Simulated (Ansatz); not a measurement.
Relaxing a trial structure of H3IInSi2

The starting geometry of this gas-phase doublet was optimised with GFN2-xTB.

```xyz
7

I    -1.6258    1.9214   -2.5930
In   -1.7961    3.4485   -0.2103
Si   -0.0231    1.2747    0.9693
Si    0.9044   -0.6671    0.3491
H    -1.3723    0.7066    1.4588
H     0.6723   -2.1195    0.2261
H     2.2908   -0.5832   -0.1436
```

Where would you expect an optimisation with B3LYP-D3(BJ)/def2-SVP to take it?

New bonds form, giving a structure with I1 bridging In2 and Si3, given below by its coordinates. Distances that change by over a tenth: I1–In2 (2.84 → 3.29 Å). Contacts that close: I1–Si3 (3.96 → 2.68 Å), In2–Si3 (3.04 → 2.87 Å).

The energy falls by 0.74 eV over 18 steps:

| step | E − E(last) (eV) |
| --- | --- |
| 1 | 0.741 |
| 3 | 0.409 |
| 5 | 0.204 |
| 7 | 0.090 |
| 9 | 0.027 |
| 10 | 0.012 |
| 12 | 0.002 |
| 14 | 0.001 |
| 16 | 0.000 |
| 18 | 0.000 |

Final geometry (Å):

```xyz
7

I    -1.6442    1.1232   -1.8953
In   -0.7190    3.8029   -0.2193
Si   -0.7274    1.0538    0.6187
Si    1.0196   -0.4807    0.4924
H    -1.8543    0.2925    1.2624
H     0.7421   -1.8655   -0.0032
H     2.2334    0.0554   -0.1994
```

Frequencies at the end are all real (lowest 45 cm⁻¹). Open shells are spin-unrestricted. Atoms past krypton carry core potentials, without spin–orbit terms. Run with Ansatz 0.2.0, 5.1 min on 2 threads of AMD EPYC (Zen 3) (shared host).
